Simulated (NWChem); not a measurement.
System: GeNH2I, singlet; SMILES [NH2][Ge][I]

Program: NWChem. Low-valent species are run as closed-shell singlets; no triplet was tried in these runs. Structure relaxed at the PBE-D3(BJ)/def2-SVP level. def2 effective core potentials on I; no spin-orbit coupling. One conformer.

Diagonal of the polarisability tensor at PBE0/def2-SVPD, static: 74.85, 111.18, 61.12 bohr³.

Q: Find the mean polarisability volume, the molar refraction, and the refractive index that an ideal gas of it would have at 273.15 K and 1 atm.

A: 
1. Mean: one third of the trace = 82.38 bohr³ × 0.14818 Å³/bohr³ = 12.21 Å³.
2. Molar refraction (Lorentz-Lorenz): (4π/3) N_A α = 30.8 cm³/mol.
3. Number density p/kT = 2.687 × 10⁻⁵ Å⁻³; n − 1 = 2π N α = 20.61 × 10⁻⁴.
4. These hold the electronic response alone: vibrational and orientational terms add to the static dielectric constant.
